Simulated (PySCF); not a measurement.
Runs that did not reach their result, on pivalamide, `NC(=O)C(C)(C)C` (driver script around PySCF, density fitting, GFN2-xTB geometry as the base; each input is a line of settings and coordinates in Å).

Command:
```bash
OMP_NUM_THREADS=1 python probes_run.py task.json out
```
Input:
```
{"job": {"kind": "nmr", "xc": "OLYP", "basis": "pcSseg-1", "pop": true, "scf": {"max_cycle": 1}}, "charge": 0, "multiplicity": 1}
C     -0.058699     0.278342     1.504255
C     -0.222371     0.074601     0.306252
C     -1.687165    -0.479009    -0.233477
C     -0.036517     1.312790    -0.791128
C      0.715044    -1.058299    -0.471181
N      2.026199    -0.754595    -0.319661
O      0.366295    -2.112627    -0.951299
H      0.921243     0.701267     1.714771
H     -0.811268     0.977952     1.862140
H     -0.159897    -0.649262     2.063058
H     -2.412409     0.262478     0.092897
H     -1.855488    -1.403335     0.312381
H     -1.839636    -0.683661    -1.289727
H      0.944907     1.742252    -0.599941
H     -0.125793     1.118541    -1.857791
H     -0.786933     2.050548    -0.513797
H      2.710172    -1.430681    -0.615532
H      2.344475     0.109952     0.075627
```

Output:
```
final grid: 137336 points
cycle   1  E = -326.6318957794  dE =  8.982e-01  |g| = 1.054e+00  |ddm| = 3.727e+00
SCF not converged, last energy = -326.6318957794
```

Cost: about 12 s of CPU time on one thread; the machine was shared, so the figure is rough.

Q: Diagnose the run.

A: The cap of 1 cycle ended the SCF with an orbital gradient of 1.1e+00, before the energy threshold of 1e-09 Eh and the gradient threshold (its square root) were both met. The first bond of the GFN2-xTB geometry was scaled by 0.8. Raise the cap, and go back to the unaltered geometry. Its energy and orbitals aren't self-consistent and shouldn't be used.

Input:
```
{"job": {"kind": "nmr", "xc": "BLYP", "basis": "pcX-1", "pop": false, "gauge": [0, 0, 50], "scf": {"max_cycle": 55}}, "charge": 0, "multiplicity": 1}
C     -0.058699     0.278342     1.504255
C     -0.263289     0.023666     0.006751
C     -1.687165    -0.479009    -0.233477
C     -0.036517     1.312790    -0.791128
C      0.715044    -1.058299    -0.471181
N      2.026199    -0.754595    -0.319661
O      0.366295    -2.112627    -0.951299
H      0.921243     0.701267     1.714771
H     -0.811268     0.977952     1.862140
H     -0.159897    -0.649262     2.063058
H     -2.412409     0.262478     0.092897
H     -1.855488    -1.403335     0.312381
H     -1.839636    -0.683661    -1.289727
H      0.944907     1.742252    -0.599941
H     -0.125793     1.118541    -1.857791
H     -0.786933     2.050548    -0.513797
H      2.710172    -1.430681    -0.615532
H      2.344475     0.109952     0.075627
```

Output:
```
KeyError: 'Element h (Z=1) not found in basis pcX-1 version 1'
```

Q: What went wrong, and what mends it?

A: The basis pcX-1 in the Basis Set Exchange has no functions for hydrogen, so the input was refused before any integral. Choose a basis that covers all elements. The run gave no result.

Shape of the structure used: `[CH3:1][C:2]([CH3:3])([CH3:4])[C:5]([NH2:6])=[O:7]`: C1–C2–C5–N6 -61°, H–N6–C5–C2 180°, H–N6–C5–C2 0°.
